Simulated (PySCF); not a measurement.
**PbS(OH)₂, singlet: molecular constants**

These are results of PBE0/[Pb def2-SVP with ECP60, S def2-SVP, O def2-SVP, H def2-SVP], scalar-relativistic core potentials, density fitting, no spin–orbit coupling, PySCF, not measurements.

The structure is a minimum.

```xyz
6
charge 0 multiplicity 1, angstrom
Pb    0.0237    0.0864    0.0000
S    -0.9492   -2.0014    0.0000
O     2.0252    0.6711    0.0000
O    -0.6127    2.0495    0.0000
H     2.6005   -0.1065    0.0000
H     0.1977    2.5827    0.0000
```

* Point group: Cs
* Bond lengths: O–H 0.967 Å, O–H 0.970 Å, Pb–O 2.064 Å, Pb–O 2.085 Å, Pb–S 2.303 Å
* Bond angles: H–O–Pb 105.4°, H–O–Pb 110.2°, O–Pb–O 91.7°, O–Pb–S 131.3°, O–Pb–S 137.1°
* Entropy at 298.15 K and 1 bar: 352.8 J/(mol K)
* Principal polarisabilities: 33.1, 51.9, 91.9 bohr³
* Dipole moment: 2.14 D
* Enthalpy at 298.15 K above 0 K: 19.51 kJ/mol
* Lowest empty level: -3.26 eV
* Rotational constants: 0.2174, 0.07007, 0.05299 cm⁻¹
* Zero-point energy: 71.9 kJ/mol
* Highest occupied level: -7.15 eV
* Heat capacity Cp at 298.15 K: 90.5 J/(mol K)
* Atomisation energy without zero-point energy: 1629 kJ/mol
* Principal quadrupole moments (Buckingham, traceless) about the centre of mass: -5.59, 1.16, 4.43 D Å
* Rotational symmetry number: 1

Harmonic modes (masses in u: Pb 207.977, S 31.972, O 15.995, H 1.008):
```json
{"symmetry": "a'", "ω (cm⁻¹)": "89", "IR (km/mol)": "12.5", "μ (u)": "11.80"}
{"symmetry": "a''", "ω (cm⁻¹)": "105", "IR (km/mol)": "8.3", "μ (u)": "11.73"}
{"symmetry": "a'", "ω (cm⁻¹)": "144", "IR (km/mol)": "13.0", "μ (u)": "5.77"}
{"symmetry": "a''", "ω (cm⁻¹)": "302", "IR (km/mol)": "145", "μ (u)": "1.10"}
{"symmetry": "a''", "ω (cm⁻¹)": "379", "IR (km/mol)": "75.1", "μ (u)": "1.09"}
{"symmetry": "a'", "ω (cm⁻¹)": "407", "IR (km/mol)": "5.7", "μ (u)": "30.64"}
{"symmetry": "a'", "ω (cm⁻¹)": "556", "IR (km/mol)": "68.7", "μ (u)": "11.78"}
{"symmetry": "a'", "ω (cm⁻¹)": "580", "IR (km/mol)": "61.2", "μ (u)": "13.13"}
{"symmetry": "a'", "ω (cm⁻¹)": "853", "IR (km/mol)": "94.7", "μ (u)": "1.09"}
{"symmetry": "a'", "ω (cm⁻¹)": "934", "IR (km/mol)": "61.3", "μ (u)": "1.10"}
{"symmetry": "a'", "ω (cm⁻¹)": "3822", "IR (km/mol)": "123", "μ (u)": "1.07"}
{"symmetry": "a'", "ω (cm⁻¹)": "3854", "IR (km/mol)": "84.4", "μ (u)": "1.07"}
```

Charges (e):
```json
{"atom": "Pb1", "Mulliken": "0.85", "Löwdin": "0.55", "polar tensor": "1.38", "Mayer order to Pb1": "–"}
{"atom": "S2", "Mulliken": "-0.30", "Löwdin": "-0.14", "polar tensor": "-0.43", "Mayer order to Pb1": "1.61"}
{"atom": "O3", "Mulliken": "-0.49", "Löwdin": "-0.30", "polar tensor": "-0.76", "Mayer order to Pb1": "0.89"}
{"atom": "O4", "Mulliken": "-0.47", "Löwdin": "-0.27", "polar tensor": "-0.71", "Mayer order to Pb1": "0.93"}
{"atom": "H5", "Mulliken": "0.20", "Löwdin": "0.08", "polar tensor": "0.25", "Mayer order to Pb1": "0.02"}
{"atom": "H6", "Mulliken": "0.21", "Löwdin": "0.09", "polar tensor": "0.27", "Mayer order to Pb1": "0.02"}
```
Other Mayer orders above 0.3: O–H 0.96 (×2).

Mulliken populations on Pb1 (electrons outside its core potential): s 3.45, p 7.43, d 10.27.

Outer orbital energies (eV). occupied: -13.30, -11.95, -9.73, -9.62, -9.43, -8.96, -7.36, -7.15; empty: -3.26, -1.91, -0.01, 1.78.

Other isomers or separated fragments may lie lower. Spin–orbit coupling, left out here, can matter for elements this heavy.

The final relaxation and frequency run took about 12 core-minutes on a shared host.
